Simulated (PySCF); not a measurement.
Job file and geometry (Å, from GFN2-xTB) of an NMR shielding run on SMILES BS[C@@H](F)C#C, C3H4BFS, GIAO PBE0/pcSseg-1 NMR shielding, non-relativistic, gas phase in PySCF 2.14.0, density-fitted response routines; density fitting, a coarse starting grid and PySCF grid level 2 are the driver's defaults:

```
$ OMP_NUM_THREADS=1 python probes_run.py task.json out

{"job": {"kind": "nmr", "xc": "PBE0", "basis": "pcSseg-1"}, "charge": 0, "multiplicity": 1}
B     -1.809161     0.727412    -0.273945
S     -1.095899    -0.463114     0.788645
C      0.324395    -1.128786    -0.217606
F     -0.157226    -1.649386    -1.389081
C      1.298728    -0.096513    -0.470585
C      2.054612     0.797571    -0.721659
H     -1.334296     0.943272    -1.315858
H     -2.761377     1.270040     0.122310
H      0.744785    -1.958145     0.363238
H      2.744321     1.562303    -0.923248
```

**Question.** What does the program print?

**Answer.** 
```
coarse grid: 9536 points
cycle   1  E = -638.9618065129  dE =  7.366e-01  |g| = 5.678e-01  |ddm| = 3.043e+00
cycle   2  E = -638.8990327180  dE =  6.277e-02  |g| = 8.336e-01  |ddm| = 1.240e+00
cycle   3  E = -639.0223792559  dE = -1.233e-01  |g| = 1.330e-01  |ddm| = 7.214e-01
cycle   4  E = -639.0256132982  dE = -3.234e-03  |g| = 7.185e-02  |ddm| = 1.437e-01
cycle   5  E = -639.0267990582  dE = -1.186e-03  |g| = 1.672e-02  |ddm| = 5.241e-02
cycle   6  E = -639.0268571453  dE = -5.809e-05  |g| = 3.589e-03  |ddm| = 1.794e-02
cycle   7  E = -639.0268598845  dE = -2.739e-06  |g| = 1.003e-03  |ddm| = 4.032e-03
final grid: 89672 points
cycle   8  E = -639.0706415261  dE = -2.818e-05  |g| = 6.876e-03  |ddm| = 3.589e-02
cycle   9  E = -639.0706340523  dE =  7.474e-06  |g| = 9.076e-03  |ddm| = 1.610e-02
cycle  10  E = -639.0706528058  dE = -1.875e-05  |g| = 9.905e-04  |ddm| = 9.400e-03
cycle  11  E = -639.0706529511  dE = -1.453e-07  |g| = 5.448e-04  |ddm| = 1.011e-03
cycle  12  E = -639.0706530273  dE = -7.612e-08  |g| = 9.407e-05  |ddm| = 4.491e-04
cycle  13  E = -639.0706530289  dE = -1.651e-09  |g| = 3.227e-05  |ddm| = 9.461e-05
cycle  14  E = -639.0706530291  dE = -2.379e-10  |g| = 8.774e-06  |ddm| = 5.426e-05
converged SCF energy = -639.0706530291

GIAO shielding tensors (ppm)
atom      isotropic    diamagn.    paramagn.     s11        s22        s33       span
  0 B       34.289     196.282    -161.992    -37.820      4.159    136.529    174.350
  1 S      221.583    1057.203    -835.621    -17.909    246.005    436.653    454.562
  2 C       98.134     241.711    -143.577     63.810     91.462    139.130     75.320
  3 F      347.292     472.388    -125.096    273.307    372.139    396.429    123.121
  4 C      102.467     265.899    -163.432     -4.755     11.774    300.382    305.137
  5 C       97.371     256.324    -158.953     29.942     45.009    217.163    187.221
  6 H       23.877      29.811      -5.934     16.837     25.982     28.811     11.974
  7 H       24.438      29.141      -4.703     19.403     26.856     27.055      7.652
  8 H       25.392      27.289      -1.897     23.336     23.709     29.131      5.795
  9 H       29.144      33.286      -4.143     24.783     25.066     37.582     12.799
```

Size and cost of the density-fitted run: 129 basis functions, 18 s wall time on 1 thread of an Arm Neoverse N1, shared host; peak memory 0.59 GiB.
